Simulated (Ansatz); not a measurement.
Results of the Gaussian-basis code of Ansatz.

A structure relaxed at PBE0-D4/def2-TZVP, charge 0, multiplicity 1:

```xyz
9

O    -0.431   -0.662   -1.497
C     0.205    0.113   -0.573
F     1.460    0.503   -0.985
B    -0.596    1.031    0.367
C     0.099   -0.239    0.895
H    -0.048   -1.548   -1.476
H    -1.202    2.020    0.596
H     0.982   -0.089    1.516
H    -0.470   -1.129    1.156
```

(1) Give its formula and SMILES.

(2) Summarise the bond lengths by kind.

Answers

(1) C2H4BFO, `OC1(F)BC1`.

(2) 1 × C–O 1.363 Å; 1 × H–O 0.966 Å; 1 × C–F 1.377 Å; 2 × B–C 1.539 to 1.542 Å; 1 × C–C 1.514 Å; 1 × B–H 1.183 Å; 2 × C–H 1.087 to 1.090 Å.
